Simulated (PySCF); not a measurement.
Cartesian coordinates in Å; atom numbers follow the order of the lines, from 1:
```xyz
20

C     1.185    1.451   -1.808
Si    0.763   -0.174   -0.997
O     1.682   -0.397    0.369
Si    2.966    0.080    1.302
N    -0.880   -0.215   -0.407
Si   -2.238   -0.151   -1.508
Si   -1.154   -0.390    1.320
H     1.028    2.283   -1.104
H     0.548    1.624   -2.689
H     2.234    1.467   -2.143
H     1.016   -1.308   -1.934
H     3.646   -1.127    1.849
H     3.936    0.867    0.481
H     2.480    0.931    2.429
H    -3.072    1.071   -1.297
H    -3.122   -1.348   -1.370
H    -1.684   -0.117   -2.898
H    -0.538    0.722    2.104
H    -0.662   -1.692    1.856
H    -2.639   -0.332    1.506
```

Geometry: PBE0-D3(BJ)/def2-SVP; GIAO absolute shieldings from PySCF 2.14.0 with density-fitted response routines, gas phase, non-relativistic, averaged over equivalent atoms.

At mPW1PW91/pcSseg-1 (212 basis functions, 79 s wall time on 1 thread of an Intel Xeon, shared host):
```
                  atoms  σ (ppm)
                     C1    182.0
                    Si2    360.5
                    Si4    390.1
                Si6/Si7    404.7
                     O3    295.6
                     N5    260.5
                    H11    26.24
            H12/H13/H14    26.29
H15/H16/H17/H18/H19/H20    26.75
              H8/H9/H10    31.02
```

Predict the values at PBE0/pcSseg-1 on the same geometry.

## Answers


```
                  atoms  σ at PBE0/pcSseg-1  change
                     C1               182.9    +0.9
                    Si2               360.9    +0.4
                    Si4               391.4    +1.3
                Si6/Si7               406.3    +1.6
                     O3               295.5    -0.1
                     N5               261.4    +0.9
                    H11               26.15   -0.09
            H12/H13/H14               26.18   -0.11
H15/H16/H17/H18/H19/H20               26.65   -0.10
              H8/H9/H10               30.97   -0.05
```

The largest change is at Si6/Si7 (silicon bonded to N, 3 H). Cost: 212 basis functions, 78 s wall time on 1 thread of an Intel Xeon, shared host.
